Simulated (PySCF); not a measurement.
CdI2, charge +1, doublet (typed; the unrestricted solution is spin-contaminated), at a GFN2-xTB geometry (such geometries of metal compounds can be far from the true shape) (a state made from the parent by changing its charge; the spin is typed, not shown lowest) (all electrons, no relativity); B3LYP/3-21G (PySCF).

Input for PySCF:
```python
from pyscf import gto, scf, dft

mol = gto.Mole()
mol.atom = '''
    Cd   -0.02135930    0.00986032    0.01528230
    I    -0.24305620    2.07466686   -1.70162621
    I     0.26240047   -2.08359696    1.68778564
'''
mol.basis = '3-21g'
mol.charge = 1
mol.spin = 1
mol.verbose = 4
mol.symmetry = True
mol.build()

mf = dft.UKS(mol)
mf.xc = 'b3lyp'
mf.irrep_nelec = {'A1': (29, 30), 'A2': (10, 10), 'B1': (13, 13), 'B2': (25, 23)}
mf.kernel()
mf.analyze()
```

Output, abridged:

```
PySCF version 2.14.0

[INPUT] verbose = 4
[INPUT] num. atoms = 3
[INPUT] num. electrons = 153
[INPUT] charge = 1
[INPUT] spin (= nelec alpha-beta = 2S) = 1
[INPUT] symmetry True subgroup None
[INPUT] Mole.unit = angstrom
[INPUT] Symbol           X                Y                Z      unit          X                Y                Z       unit  Magmom
[...]
nuclear repulsion = 1275.10236070319
point group symmetry = C2v
symmetry origin: [-1.10438539e-09  7.36256816e-10  2.33148026e-09]
symmetry axis x: [-0.64148406 -0.53002467 -0.55459179]
symmetry axis y: [ 0.09380475 -0.77170789  0.62902114]
symmetry axis z: [-0.76137958  0.35148369  0.54475714]
num. orbitals of irrep A1 = 39
num. orbitals of irrep A2 = 12
num. orbitals of irrep B1 = 17
num. orbitals of irrep B2 = 30
number of shells = 40
number of NR pGTOs = 243
number of NR cGTOs = 98
basis = 3-21g
ecp = {}

******** <class 'pyscf.dft.uks_symm.SymAdaptedUKS'> ********
method = SymAdaptedUKS
initial guess = minao
damping factor = 0
level_shift factor = 0
DIIS = <class 'pyscf.scf.diis.CDIIS'>
diis_start_cycle = 1
diis_space = 8
diis_damp = 0
SCF conv_tol = 1e-09
SCF conv_tol_grad = None
SCF max_cycles = 50
direct_scf = True
direct_scf_tol = 1e-13
number electrons alpha = 77  beta = 76
irrep_nelec {'A1': (29, 30), 'A2': (10, 10), 'B1': (13, 13), 'B2': (25, 23)}
XC library pyscf.dft.libxc version 7.1.2
    S. Lehtola, C. Steigemann, M. J. T. Oliveira, and M. A. L. Marques,  SoftwareX 7, 1–5 (2018)
XC functionals = b3lyp
    P. J. Stephens, F. J. Devlin, C. F. Chabalowski, and M. J. Frisch,  J. Phys. Chem. 98, 11623 (1994)
radial grids:
    Treutler-Ahlrichs [JCP 102, 346 (1995); DOI:10.1063/1.469408] (M4) radial grids

becke partition: Becke, JCP 88, 2547 (1988); DOI:10.1063/1.454033
pruning grids: <function nwchem_prune>
grids dens level: 3
symmetrized grids: True
atomic radii adjust function: <function treutler_atomic_radii_adjust>
small_rho_cutoff = 0
Freeze 153 electrons in irreps ['A1', 'A2', 'B1', 'B2']
    0 free electrons in irreps
Set gradient conv threshold to 3.16228e-05
tot grids = 66312
init E= -19177.1265991747

cycle= 1 E= -19221.7799386846  delta_E= -44.7  |g|= 0.196  |ddm|= 4.45

cycle= 2 E= -19221.7962989543  delta_E= -0.0164  |g|= 0.0967  |ddm|=  1.4

cycle= 3 E= -19221.8004925748  delta_E= -0.00419  |g|= 0.0181  |ddm|= 0.213

cycle= 4 E= -19221.8006458893  delta_E= -0.000153  |g|= 0.00244  |ddm|= 0.0864

cycle= 5 E= -19221.8006570551  delta_E= -1.12e-05  |g|= 0.000725  |ddm|= 0.0537

[...]
converged SCF energy = -19221.8006597344  <S^2> = 1.7500601  2S+1 = 2.8284696
Total Energy =                      -19221.800659734410146
[...]
beta  MO #65 (A1 #26), energy= -0.917267291808185 occ= 1
beta  MO #66 (B2 #21), energy= -0.891097322277379 occ= 1
beta  MO #67 (B2 #22), energy= -0.848149769653527 occ= 1
beta  MO #68 (A2 #9), energy= -0.846759358213125 occ= 1
beta  MO #69 (A1 #27), energy= -0.842019033834029 occ= 1
beta  MO #70 (B1 #12), energy= -0.841946415955122 occ= 1
beta  MO #71 (A1 #28), energy= -0.832368415889392 occ= 1
beta  MO #72 (A1 #29), energy= -0.567966232471022 occ= 1
beta  MO #73 (B2 #23), energy= -0.538485037209217 occ= 1
beta  MO #74 (A1 #30), energy= -0.503686090667998 occ= 1
beta  MO #75 (B1 #13), energy= -0.500741241292516 occ= 1
beta  MO #76 (A2 #10), energy= -0.493551039821207 occ= 1
beta  MO #77 (B2 #24), energy= -0.477089224606202 occ= 0
beta  MO #78 (A1 #31), energy= -0.312084151573318 occ= 0
beta  MO #79 (A1 #32), energy= -0.231445836859994 occ= 0
beta  MO #80 (B1 #14), energy= -0.223578321026507 occ= 0
beta  MO #81 (B2 #25), energy= -0.129752260665986 occ= 0
beta  MO #82 (A1 #33), energy= -0.119826322084223 occ= 0
beta  MO #83 (A1 #34), energy= -0.0623523617739423 occ= 0
beta  MO #84 (B2 #26), energy= -0.0606779442775268 occ= 0
beta  MO #85 (B1 #15), energy= -0.0559720258608154 occ= 0
beta  MO #86 (A1 #35), energy= 0.175479910134552 occ= 0
beta  MO #87 (B2 #27), energy= 0.1808016015679 occ= 0
beta  MO #88 (A2 #11), energy= 0.199315255595375 occ= 0
beta  MO #89 (B2 #28), energy= 0.203148007537959 occ= 0
beta  MO #90 (A1 #36), energy= 0.243126934845462 occ= 0
beta  MO #91 (B1 #16), energy= 0.261347668774071 occ= 0
beta  MO #92 (A1 #37), energy= 0.309577977693372 occ= 0
beta  MO #93 (B2 #29), energy= 0.413021198524387 occ= 0
beta  MO #94 (A1 #38), energy= 0.979075674786852 occ= 0
beta  MO #95 (B1 #17), energy= 0.97908386028304 occ= 0
beta  MO #96 (B2 #30), energy= 0.986658530111931 occ= 0
beta  MO #97 (A2 #12), energy= 0.99073101136167 occ= 0
beta  MO #98 (A1 #39), energy= 1.07525781432301 occ= 0
 ** Mulliken pop alpha/beta on meta-lowdin orthogonal AOs **
 ** Mulliken pop       alpha | beta **
In total            77.00000 | 76.00000
 ** Mulliken atomic charges   ( Nelec_alpha | Nelec_beta ) **
charge of  0Cd =      0.36411  (    24.21958     23.41631 )
charge of  1I =      0.31795  (    26.39021     26.29184 )
charge of  2I =      0.31795  (    26.39021     26.29184 )

WARN: System has nonzero charge 1; the dipole moment is origin-dependent.
Location of origin: [0. 0. 0.]

Dipole moment(X, Y, Z, Debye):  0.09878, -0.04560, -0.07067
```
